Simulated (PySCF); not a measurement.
The geometry has D5h symmetry (within 0.05 Å) and had no frequency check at the DFT level, so a distortion to lower symmetry isn't ruled out.

Delta-SCF ions had no search for a lower state. Excitations are Tamm–Dancoff values on a coarser integration grid. The basis has no diffuse functions, so Rydberg states are missing or too high.

## [5]prismane cage Ge10H10 `[GeH]12[GeH]3[GeH]4[GeH]1[GeH]1[GeH]2[GeH]2[GeH]3[GeH]4[GeH]12` (charge 0, multiplicity 1)

Computed with PySCF with ωB97X-D3(BJ)/def2-SVP // PBE-D3(BJ)/def2-SVP.

```yaml
HOMO: -8.48 eV
dipole_moment: 0.01 D
LUMO: 0.25 eV
HOMO–LUMO gap: 8.73 eV
S1 excitation (TDA): 4.61 eV
S1 oscillator strength: 0.000
T1 excitation (TDA): 4.18 eV
S1–T1 gap (TDA): 0.42 eV
vertical ionisation energy (Delta-SCF): 8.18 eV
vertical electron affinity (Delta-SCF): -0.05 eV
total_energy: -20773.2552 Ha
cost: about 4 core-hours (a rough figure)
```

```xyz
20

Ge     0.6553     2.0112     1.2520
Ge    -1.7127     1.2475     1.2487
Ge    -1.7098     1.2413    -1.2543
Ge     0.6558     2.0132    -1.2509
Ge     2.1152    -0.0017    -1.2544
Ge     2.1193    -0.0011     1.2484
Ge     0.6561    -2.0131     1.2517
Ge    -1.7094    -1.2406     1.2573
Ge    -1.7149    -1.2471    -1.2456
Ge     0.6517    -2.0144    -1.2511
H      1.0504     3.2451     2.1234
H     -2.7639     2.0134     2.1122
H     -2.7572     2.0015    -2.1276
H      1.0593     3.2477    -2.1172
H      3.4095     0.0048    -2.1274
H      3.4183    -0.0038     2.1142
H      1.0605    -3.2461     2.1195
H     -2.7600    -1.9949     2.1319
H     -2.7663    -2.0132    -2.1086
H      1.0430    -3.2496    -2.1221
```
Charge 0, spin multiplicity 1.
